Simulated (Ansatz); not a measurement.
The first iterations of a band of FH4NOSn (8 atoms, charge 0, multiplicity 1).

Method: RKS LDA/def2-SVP in Ansatz.

| Item | Value |
| --- | --- |
| movable images | 5 |
| climbing image | yes |
| spring | 5.0 eV/Å² |
| optimiser | quadratic models (default) |
| start path | through a guess of the saddle point |
| force threshold | 0.05 eV/Å |
| iteration limit | 60 |
| end points | relaxed |

Image 0:

```xyz
8
Properties=species:S:1:pos:R:3
N -0.660 1.426 0.055
Sn 0.303 -0.292 0.403
O 1.319 -0.613 -1.251
F -0.875 -1.842 0.454
H -1.343 1.696 0.774
H -1.112 1.440 -0.869
H 1.203 -0.311 1.858
H 1.256 -1.562 -1.480
```

Image 6:

```xyz
8
Properties=species:S:1:pos:R:3
N -0.390 0.952 0.377
Sn 0.170 -1.206 0.933
O 1.327 -0.609 -0.645
F -1.518 -1.360 -0.128
H -0.435 1.833 0.903
H -1.297 0.671 -0.043
H 0.342 0.935 -0.373
H 1.892 -1.273 -1.080
```

| iteration | highest image above the first end (eV) | largest band force component (eV/Å) |
| --- | --- | --- |
| 1 | 6.172 | 22.812 |
| 2 | 2.137 | 5.633 |
| 3 | 1.415 | 3.285 |
| 4 | 1.047 | 3.837 |
| 5 | 0.957 | 1.474 |
| 6 | 0.776 | 1.171 |
| 7 | 0.690 | 1.411 |
| 8 | 0.640 | 0.648 |
| 9 | 0.588 | 3.964 |
| 10 | 0.567 | 0.825 |
| 11 | 0.457 | 0.549 |

Problem. Does the band converge within its limit, and where does its top end?

Solution. The forces met the threshold. It ended after 35 iterations with the highest image 1.346 eV above the first end. Neighbouring images differ by up to 2.4 eV, so the band resolves the path poorly. A vibrational analysis at the climbing image gives one clearly imaginary mode, 986i cm⁻¹: a first-order saddle point. The orbitals stay closed-shell, which can raise the energy where a bond breaks towards radicals; this wasn't checked here.

Run time: 2.7 min on 2 threads of Arm Neoverse V1 (shared host), peak memory 0.12 GiB.
